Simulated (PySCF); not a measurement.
This PySCF input asks for the NMR shieldings of `CB(C)c1cc(B(Cl)Cl)cs1`, C6H8B2Cl2S; the geometry comes from PBE0-D3(BJ)/def2-SVP.

```python
import basis_set_exchange as bse
import numpy as np
from pyscf import gto, dft
from pyscf.prop import nmr

atoms = """
C    -1.228224   -1.360551    0.687128
B    -0.752590    0.116740    0.945269
C    -1.701795    1.109711    1.713185
C     0.644330    0.571487    0.449849
C     1.581653   -0.122739   -0.290317
C     2.778328    0.598374   -0.576274
B     3.981194    0.064168   -1.367146
Cl    3.973952   -1.566351   -2.018861
Cl    5.405274    1.055243   -1.644161
C     2.717919    1.874754   -0.026624
S     1.267775    2.162413    0.797222
H    -1.040782   -1.922361    1.622290
H    -2.314088   -1.425654    0.514154
H    -0.704314   -1.896291   -0.117070
H    -2.238378    0.610406    2.536126
H    -1.227667    2.024050    2.100686
H    -2.485999    1.427450    1.000177
H     1.416657   -1.146515   -0.630357
H     3.491648    2.641006   -0.088907
"""
names = dict.fromkeys(["C", "B", "Cl", "S", "H"], "pcSseg-2")
basis = {el: gto.basis.parse(bse.get_basis(n, elements=[el], fmt="nwchem")) for el, n in names.items()}
mol = gto.M(atom=atoms, basis=basis, charge=0, verbose=0)
mf = dft.RKS(mol, xc="PBE0")
mf.grids.level = 2
mf.grids.alignment = dft.numint.BLKSIZE   # the property module wants whole blocks of grid points
mf.conv_tol = 1e-9
mf.kernel()

calc = nmr.RKS(mf)   # GIAO
C = mf.mo_coeff
Co = C[:, mf.mo_occ > 0]
resp = mf.gen_response(singlet=True, hermi=2)
def vind(x):   # induced exchange potential for any number of trial vectors
    d = np.einsum("pi,xij,qj->xpq", C, 2 * x.reshape(-1, C.shape[1], Co.shape[1]), Co, optimize=True)
    return np.einsum("xpq,pi,qj->xij", resp(d - d.transpose(0, 2, 1)), C, Co, optimize=True).ravel()
mo1, _ = nmr.rhf.solve_mo1(calc, with_cphf=vind)
sigma = calc.kernel(mo1)
for i, s in enumerate(sigma):   # ppm
    print("%2d %-2s %9.2f" % (i, mol.atom_pure_symbol(i), np.trace(s) / 3))
```

Question: Give the expected output.

Answer: 
```
 0 C     173.32
 1 B      28.27
 2 C     171.00
 3 C      22.89
 4 C      27.68
 5 C      32.74
 6 B      46.02
 7 Cl    714.70
 8 Cl    723.44
 9 C      16.16
10 S     190.91
11 H      30.57
12 H      30.11
13 H      29.67
14 H      30.06
15 H      29.87
16 H      30.45
17 H      22.53
18 H      22.27
```

These numbers come from an equivalent density-fitted implementation of the same equations, which agrees with the script to about 0.01 ppm for H and up to a few tenths of a ppm for heavy atoms, so last digits may differ.

Question: Turn these shieldings into chemical shifts. Chemical shifts δ = σref − σ; TMS for 13C (σ = 184.13 ppm), 1H (σ = 31.25 ppm); 11B (σ = 99.07 ppm) against BF3·OEt2; 35Cl (σ = 940.85 ppm) against HCl; 33S (σ = 502.94 ppm) vs CS2, all at this level.

Answer: Averaging equivalent atoms: C 9: 168.0; C 3: 161.2; C 4: 156.4; C 5: 151.4; C 0/2: 12.0; B 1: 70.8; B 6: 53.0; Cl 7/8: 222; S 10: 312; H 18: 8.97; H 17: 8.72; H 11/12/13/14/15/16: 1.12 ppm. 

Size and cost of the density-fitted run: 529 basis functions; peak memory 4.3 GiB.
